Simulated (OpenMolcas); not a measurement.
CH5BN2 (SMILES B1NCN1): the HOMO–LUMO gap, rung by rung

CH5BN2: 9 atoms, total charge 0, spin state singlet. SMILES: `B1NCN1`. Geometry: relaxed at PBE0-D4/def2-TZVP.

Each level gives the HOMO–LUMO gap (eV). The values are calculated.

```json
{"level": "HF/def2-SVPD", "kind": "Hartree–Fock", "program": "OpenMolcas", "value (eV)": "12.75", "CPU time": "35 s"}
{"level": "SVWN5/def2-SVPD", "kind": "LDA", "program": "OpenMolcas", "value (eV)": "5.79", "CPU time": "76 s"}
{"level": "BLYP/def2-SVPD", "kind": "GGA", "program": "OpenMolcas", "value (eV)": "5.64", "CPU time": "1.8 min"}
{"level": "PBE/def2-SVPD", "kind": "GGA", "program": "OpenMolcas", "value (eV)": "5.82", "CPU time": "1.7 min"}
{"level": "TPSS/def2-SVPD", "kind": "meta-GGA", "program": "OpenMolcas", "value (eV)": "6.02", "CPU time": "2.3 min"}
{"level": "r2SCAN/def2-SVPD", "kind": "meta-GGA", "program": "OpenMolcas", "value (eV)": "6.48", "CPU time": "2.3 min"}
{"level": "BHLYP/def2-SVPD", "kind": "global hybrid", "program": "OpenMolcas", "value (eV)": "9.51", "CPU time": "1.7 min"}
{"level": "PBE0/def2-SVPD", "kind": "global hybrid", "program": "OpenMolcas", "value (eV)": "7.84", "CPU time": "97 s"}
```

The values span 5.64 to 12.75 eV. Orbital gaps aren't excitation energies; they tend to grow with the share of exact exchange. CPU times are rough (shared hosts, several kinds of processor): they show what a rung costs within a factor of a few.
